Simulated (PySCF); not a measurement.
Static response to an electric field

Compound: C3H5BrGe.
Numbering: `[CH3:1][C:2]#[C:3][GeH2:4][Br:5]` (hydrogens: H6, H7, H8 on C1; H9, H10 on Ge4)

Geometry (PBE0-D3(BJ)/def2-SVP, Å), atoms numbered from 1 in this order:
```xyz
10
C3H5BrGe angstrom
C     -1.8054    0.3352    0.2104
C     -0.3765    0.1698    0.0261
C      0.8248    0.0342   -0.1234
Ge     2.6846   -0.1903   -0.3055
Br     3.6411   -0.0597    1.7983
H     -2.0177    0.8481    1.1613
H     -2.2419    0.9346   -0.6034
H     -2.3165   -0.6397    0.2286
H      3.0174   -1.5805   -0.8576
H      3.2929    0.9343   -1.1506
```

Level: B3LYP/def2-SVPD (PySCF), static field, nuclei fixed, core orbitals frozen in the response. The polarisability tensor in these axes (au):

```
x   121.15  -4.82   6.26
y    -4.82  69.02   0.92
z     6.26   0.92  83.13
```

Q: Give the principal values, the mean and the anisotropy Δα = √{½[(α1 − α2)² + (α2 − α3)² + (α1 − α3)²]}.

A: Principal values 68.42, 82.33 and 122.55 au; mean 91.10 au = 13.50 Å³ = 15.02 × 10⁻⁴⁰ C²·m²/J; Δα = 48.69 au (53 % of the mean).

Q: What is the dipole moment, and where does it point?

A: (-2.44, 0.09, -1.48) D, 2.86 D in size, pointing from the negative to the positive side. Measured along this direction, the outermost atoms are Br5 at the negative end and H7 at the positive end.

Q: Give the principal axes and the span of the nuclei along them.

A: Largest value along (0.98, -0.09, 0.15), where the nuclei span 6.25 Å; middle along (-0.14, 0.12, 0.98), 3.02 Å; least along (0.10, 0.99, -0.11), 2.55 Å. The response follows the extents in order.

Q: Rayleigh depolarisation ratio (linearly polarised light, static tensor)?

A: ρ = 3Δα²/(45ᾱ² + 4Δα²) = 7112.7/(373470 + 9483.6) = 0.0186.

Q: Estimate the molar refractivity from the static electronic polarisability.

A: Lorentz–Lorenz: R = (4π/3)N_A α = 2.5225 cm³/(mol·Å³) × 13.50 Å³ = 34.1 cm³/mol, in the limit of long wavelengths.

Q: Form Σ f/ω² (atomic units) for the 6 lowest TDDFT singlets, given as eV and f, and set it beside the mean polarisability, which is this sum over all singlets: 5.33, 0.0007; 5.59, 0.0566; 5.68, 0.0096; 5.86, 0.0143; 6.11, 0.0004; 6.55, 0.0137.

A: They add up to 2.13 au, 2.3 % of the 91.10 au; the largest single term is 1.34 au, from the state at 5.59 eV. Terms in order: 0.02, 1.34, 0.22, 0.31, 0.01, 0.24 au. Higher excitations give the rest. The strengths listed sum to 0.095.

Geometry: PBE0-D3(BJ)/def2-SVP; no solvent, vibrations or thermal averaging. The calculation is non-relativistic, for germanium and bromine too.

These values come from a run that also computed excited states. Hardware: Arm Neoverse V1, one thread, on a shared host. Cost: 40 s.
